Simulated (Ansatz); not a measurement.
Program: Ansatz. Geometries: PBE0-D4/def2-TZVP. ΔE: electronic, gas phase. CBS: MP2 limit from def2 TZ/QZ plus the TZ coupled-cluster correction, frozen cores. DFT in def2-TZVPP. Elements past krypton have def2 core potentials. For Br, Sn outer-core shells are correlated without core-valence functions, which leaves a few kJ/mol of doubt a bond. Scalar relativity is left out up to krypton. Each species was taken in one conformer, which may not be the lowest.

`C[O][Al]([F])[Br]` + `[SH][SnH]([Cl])[Cl]` → `C[S][SnH]([Cl])[Cl]` + `[OH][Al]([F])[Br]`  (substitution at a C–O bond)

`C[O][Al]([F])[Br]`:

```xyz
8

C     0.112   -1.264    0.333
O     0.578   -0.132   -0.349
Al    0.092    1.448   -0.531
F     0.984    2.453   -1.462
Br   -1.748    2.237    0.460
H    -0.806   -1.063    0.895
H     0.876   -1.612    1.034
H    -0.089   -2.067   -0.381
```

`[SH][SnH]([Cl])[Cl]`:

```xyz
6

S     0.021    1.408   -1.341
Sn    0.038   -0.116    0.481
Cl    0.162   -2.273   -0.353
Cl    1.987    0.326    1.638
H    -0.934    0.708   -1.980
H    -1.274   -0.053    1.556
```

`C[S][SnH]([Cl])[Cl]`:

```xyz
9

C     0.141    1.540   -0.491
S    -0.902    0.236   -1.213
Sn   -0.337   -1.533    0.245
Cl   -0.779   -0.866    2.425
Cl    1.967   -1.815    0.210
H     1.196    1.273   -0.546
H    -0.035    2.429   -1.096
H    -0.146    1.746    0.539
H    -1.105   -3.010   -0.074
```

`[OH][Al]([F])[Br]`:

Z-matrix (Å, degrees):
```
Al
O 1 1.676
Br 1 2.233 2 122.9
F 1 1.635 2 118.3 3 180.0
H 2 0.956 1 123.3 3 -0.0
```

| species | r2SCANh-D4 energy (Eh) |
| --- | --- |
| `C[O][Al]([F])[Br]` | -3031.70509 |
| `[SH][SnH]([Cl])[Cl]` | -1534.23302 |
| `C[S][SnH]([Cl])[Cl]` | -1573.53331 |
| `[OH][Al]([F])[Br]` | -2992.42460 |

(1) Work out ΔE.

Largest T1 diagnostic among the species: 0.011.

Answers

(1) ΔE = (-1573.53331) + (-2992.42460) − (-3031.70509) − (-1534.23302) = -0.01980 Eh = -0.54 eV. CCSD(T)/CBS gives -0.58 eV.

The D4 term adds −0.06 eV with B3LYP and −0.03 eV with PBE0; it sums over pairs of atoms, weighted by their polarisabilities, and B3LYP, whose exchange is more repulsive, gets the larger term. Leaving LDA and LC-ωPBE aside and taking each functional with its dispersion term where it has one, the values, not all of them listed here, spread over 0.13 eV, from revPBE-D4 to CAM-B3LYP-D4.

B3LYP here is the variant with VWN-RPA as its local correlation; programs differ in this.
